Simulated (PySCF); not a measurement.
**Mayer bond orders and bond lengths**

Compound: C₂H₁₁F₂NSi₃.
Atom-mapped SMILES: `[NH2:1][Si@@H:2]([CH2:3][SiH2:4][SiH3:5])[CH:6]([F:7])[F:8]` (hydrogens: H9, H10 on N1; H11 on Si2; H12, H13 on C3; H14, H15 on Si4; H16, H17, H18 on Si5; H19 on C6)

Cartesian coordinates in Å at the GFN2-xTB level; atoms count from 1:
```xyz
19
C2H11F2NSi3 angstrom
N     -1.7783    0.8036   -1.3073
Si    -1.0528   -0.3307   -0.2401
C      0.0554    0.5982    0.9745
Si     1.6801    1.2326    0.2072
Si     3.0727   -0.5176   -0.3626
C     -2.5894   -1.0451    0.6925
F     -3.4918   -1.5620   -0.1940
F     -2.2244   -2.0848    1.4960
H     -1.1924    1.4146   -1.8519
H     -2.5917    0.5353   -1.8393
H     -0.3746   -1.4995   -0.8210
H     -0.4974    1.4395    1.3921
H      0.2981   -0.0528    1.8140
H      2.2760    2.1692    1.1746
H      1.3062    2.0652   -0.9504
H      2.8250   -1.7203    0.4382
H      2.9229   -0.9118   -1.7678
H      4.4901   -0.1860   -0.1859
H     -3.1436   -0.3382    1.3236
```

Bond orders from the PBE0/pcSseg-1 density (PySCF). The structure is a single GFN2-xTB conformer in the gas phase; no vibrational or solvent corrections.

**Question.** Where do the orders between heavy atoms depart from those drawn in the SMILES?

**Answer.** The largest departure is 0.163, at Si2–C6 (drawn single, 0.837). Drawn single, order below 0.88: Si2–C6 (0.837).

**Question.** Give the Mayer order of every bond between heavy atoms, beside its length.

**Answer.** 
```csv
bond,drawn as,length (Å),Mayer order
N1–Si2,single,1.718,1.073
Si2–C3,single,1.888,0.908
C3–Si4,single,1.905,0.913
Si4–Si5,single,2.308,0.907
Si2–C6,single,1.934,0.837
C6–F7,single,1.366,0.897
C6–F8,single,1.364,0.901
```

By pair of heavy elements: C–Si: lowest Si2–C6 (0.837, 1.934 Å), highest C3–Si4 (0.913, 1.905 Å). C–F: all 2 within 0.02 of one another (0.897 to 0.901).

**Question.** And the bonds to hydrogen?

**Answer.** H–N: 0.94 (2 bonds); H–Si: 0.91 to 0.95 (6 bonds); C–H: 0.93 (3 bonds).

**Question.** Sum the orders of all bonds at each heavy atom with more than one neighbour and set the sums beside the valence in the SMILES.

**Answer.** N1 2.960 (drawn 3), Si2 3.724 (drawn 4), C3 3.682 (drawn 4), Si4 3.702 (drawn 4), Si5 3.715 (drawn 4), C6 3.568 (drawn 4). Orders between atoms that aren't bonded are not in these sums.

The Mayer order sums products of elements of PS (density times overlap matrix) between the two atoms' basis functions, so it depends on the basis set.
